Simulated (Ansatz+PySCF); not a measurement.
A single F atom.

Basis set: def2-SVP (spherical functions). Correlated methods keep 1 orbital frozen. Charge -1, multiplicity 1.

Computed with Ansatz (development build ahead of 0.2.0); each method stands on the lowest determinant of its kind that the runs found. Restricted open shells among the atoms or ions are ROHF, correlated in semicanonical orbitals with singles.

The vertical detachment energy (product with multiplicity 2 at the same shape, open shells in the same class of orbitals) of singlet F(-):

```csv
method,detachment energy
ωB97X (restricted),1.39 eV
ωB97X (unrestricted),1.34 eV
r²SCAN (unrestricted),1.30 eV
r²SCAN (restricted),1.36 eV
PBE0 (restricted),1.29 eV
PBE0 (unrestricted),1.25 eV
PBE (restricted),1.28 eV
PBE (unrestricted),1.25 eV
RHF-CCSD(T),1.06 eV
RHF-CCSD,1.07 eV
RHF-MP2,1.28 eV
RHF,0.00 eV
```

(1) What does UHF give?

Answers

(1) -0.10 eV. Caution: no diffuse functions for an anion. Caution for UHF: a negative value means that the extra electron is not bound at this level.
